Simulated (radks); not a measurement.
Problem. Radial electron density D(r) = 4 pi r^2 rho(r) of an atom or ion with 28 electrons. All-electron calculation, non-relativistic Kohn-Sham, r2SCAN, spin-polarised, spherical densities, point nucleus; meta-GGA in the generalised Kohn-Sham scheme. Program: a radial shooting solver on a logarithmic mesh with Libxc functionals.

r (bohr)  D(r) (e/bohr)  spin D(r)
0.007456          6.882   0.000157
0.009866          10.53   0.000289
0.01316           15.59   0.000576
0.01741           21.56    0.00120
0.02322           27.84    0.00273
0.03073           32.42    0.00618
0.04098           33.63     0.0141
0.05422           31.01     0.0299
0.07232           27.22     0.0592
0.09569           27.41      0.103
0.1276            33.30      0.163
0.1689            38.19      0.251
0.2252            33.49      0.449
0.298             21.95      0.905
0.3975            15.96       1.70
0.5259            18.96       2.46
0.7014            19.75       2.53
0.9355            13.35       1.81
1.238             6.404      0.975
1.651             2.758      0.406
2.184             1.535      0.160
2.913            0.9031     0.0745
3.855            0.4150     0.0486
5.141            0.1207     0.0281
6.803           0.02343     0.0110
9.073          0.003215    0.00256
12.01         0.0003485   0.000335

What is the nuclear charge?

Solution. Z = 28. The innermost maximum, from 1s, lies near 1/Z = 0.0357 bohr (found: 0.0384), and its height grows with Z. The density is that of neutral nickel in [Ne] 3s2 3p5.75 3d8 4s2 4p0.25; the configuration itself is not fixed sharply by these data, and Z only to about a unit. D(r) has 3 maxima, at r = 0.0384, 0.174, 0.627 bohr, and minima at 0.0829, 0.401 bohr, inside which lie 2.11, 10.82 electrons.
